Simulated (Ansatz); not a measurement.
Ansatz (an electronic-structure program) input:

Ansatz 0.2 input:
```yaml
crystal:
  periodic: [false, false, false]
  atoms:
    - {symbol: Hg, position_ang: [0.00000000, 0.00000000, 0.00000000]}
    - {symbol: I, position_ang: [-0.00000000, -0.00000000, -2.61159500]}
    - {symbol: I, position_ang: [0.00000000, 0.00000000, 2.61159500]}
basis:
  gaussian:
    orbitals: def2-TZVPD
hamiltonian:
  xc: {name: BHLYP}
magnetization: {spin_polarized: true, initial_magnetization: 2}
```

### Question
What final total energy does it print?

### Answer
-748.64029 Eh (BHLYP/def2-TZVPD). The basis has 164 functions.

This state (charge 0, triplet) is run at the relaxed geometry of the species with charge 0 and multiplicity 1, and is a spin state other than that species' own.
